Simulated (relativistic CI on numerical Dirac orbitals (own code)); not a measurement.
Crystal-field levels of Ir⁴⁺, 5d5

Calculated by Dirac-Coulomb-Breit CI, separate exchange-only KLI orbitals for each configuration, model QED, valence Slater integrals scaled by 0.75, one configuration in a parametric crystal field (own radial code).

Field parameters in Wybourne normalisation: Td as Oh with Dq negative (B⁴₀ = 21Dq, B⁴₄ = √(5/14) B⁴₀). The field is a parameter set, without covalency.

S is read from ⟨S²⟩ = S(S + 1).

Site symmetry Td; labels are those of the double group. Computed levels in cm⁻¹ above the lowest, in rising order:

| Δ (size of 10Dq) | Lowest | No. 2 | No. 3 | No. 4 | No. 5 | No. 6 | No. 7 | No. 8 |
| --- | --- | --- | --- | --- | --- | --- | --- | --- |
| 3800 | Γ8 | 71 Γ7 | 13337 Γ8 | 15804 Γ7 | 18777 Γ6 | 18847 Γ8 | 19385 Γ7 | 20052 Γ8 |
| 6800 | Γ8 | 135 Γ7 | 11280 Γ8 | 14902 Γ7 | 16756 Γ6 | 16945 Γ8 | 18319 Γ7 | 19320 Γ8 |
| 9800 | Γ8 | 248 Γ7 | 8894 Γ8 | 13062 Γ7 | 14628 Γ6 | 14969 Γ8 | 17342 Γ7 | 18285 Γ8 |
| 12850 | Γ8 | 539 Γ7 | 6656 Γ8 | 11121 Γ7 | 12783 Γ6 | 13239 Γ8 | 16253 Γ7 | 17118 Γ8 |
| 15850 | Γ8 | 1335 Γ7 | 5746 Γ8 | 10022 Γ7 | 11881 Γ6 | 12410 Γ8 | 15745 Γ7 | 16532 Γ8 |
| 18900 | Γ8 | 2782 Γ7 | 7125 Γ8 | 10570 Γ7 | 12402 Γ6 | 12981 Γ8 | 16500 Γ7 | 17238 Γ8 |

Ground-state S against |10Dq| in cm⁻¹: 3800: 2.32, 6800: 2.29, 9800: 2.21, 12850: 2.02, 15850: 1.62, 18900: 1.15.

The spin changes between |10Dq| = 12850 and 15850 cm⁻¹.
